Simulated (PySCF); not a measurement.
# [Ti(F)(NH2)3] (charge 0, multiplicity 1)

These are TPSSh-D3(BJ)/def2-TZVP // r2SCAN-D4/def2-SVP (PySCF) values and carry that method's errors.

```yaml
HOMO: -6.42 eV
dipole_moment: 0.431 e·Å
HOMO–LUMO gap: 4.91 eV
LUMO: -1.51 eV
charge on the central atom (Mulliken): 1.53 e
charge on the central atom (meta-Löwdin): 1.31 e
total_energy: -1117.5051 Ha
cost: about 7 core-minutes (a rough figure)
```

```xyz
11

Ti    -0.0203     0.0518     0.0707
F     -0.0813    -1.1713    -1.2132
N      0.2951    -0.7301     1.7495
H     -0.1254    -1.6137     2.0381
H      1.0025    -0.4493     2.4250
N     -1.6347     1.0055     0.1864
H     -2.1800     1.1724     1.0292
H     -2.1710     1.2908    -0.6332
N      1.3503     1.2995    -0.2361
H      2.2643     1.0400    -0.6078
H      1.2611     2.3131    -0.2202
```
